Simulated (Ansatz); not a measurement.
A nudged elastic band was laid between two geometries of ClGe₂H₅N₂ (10 atoms, charge 0, multiplicity 1).

Level of theory: RKS B3LYP-D4/def2-SVP (Ansatz).

* movable images: 7
* climbing image: yes
* spring: 5.0 eV/Å²
* optimiser: fire
* start path: IDPP
* force threshold: 0.03 eV/Å
* iteration limit: 33
* end points: relaxed
* largest step: 0.5 Å

Initial state:

```xyz
10
Properties=species:S:1:pos:R:3
N -0.852 -1.978 -0.003
Ge 0.323 -0.591 0.143
Cl 2.302 -1.547 0.086
N 0.035 0.902 -0.881
Ge 0.090 1.665 0.849
H -1.658 -1.795 -0.597
H -0.430 -2.878 -0.221
H 0.160 1.241 -1.832
H -1.210 2.387 1.278
H 1.322 2.541 1.183
```

Final state:

```xyz
10
Properties=species:S:1:pos:R:3
N -0.864 -1.971 -0.007
Ge 0.320 -0.592 0.148
Cl 2.297 -1.554 0.109
N 0.040 0.899 -0.881
Ge 0.091 1.667 0.846
H -0.445 -2.879 -0.194
H -1.647 -1.789 -0.630
H 0.172 1.234 -1.833
H -1.208 2.396 1.265
H 1.326 2.539 1.182
```

(1) Which bonds break or form, and what moves?

(2) Give the energies along the band, and the barrier.

## Answers

(1) No bond is made or broken. The height of N1 over the plane of its neighbours goes from 0.31 to -0.31 Å. The two ends are copies of one structure, up to a mirror image or an exchange of like atoms. The height can change sign by an inversion or by a turn that exchanges like atoms.

(2) It did not converge within its limit. The highest image is number 4 of 0 to 8, 0.102 eV above the ends, which have the same energy within 2 meV. The band didn't meet its force threshold, so its energies are provisional: the largest band force was still 0.16 eV/Å, and over the last iterations the top stayed at 0.10 eV.

```csv
image,path coordinate (Å),energy (eV),height of N1 over the plane of its neighbours (Å)
0,0.00,0.000,0.31
1,0.45,0.008,0.32
2,0.89,0.032,0.34
3,1.32,0.071,0.32
4,1.76,0.102,-0.13
5,2.42,0.049,-0.36
6,3.02,0.026,-0.37
7,3.59,0.009,-0.34
8,4.14,0.000,-0.31
```

Time of the run: 12 min on 2 threads of Intel(R) Xeon(R) 6975P-C (Granite Rapids), with other jobs on the host, peak memory 0.45 GiB.
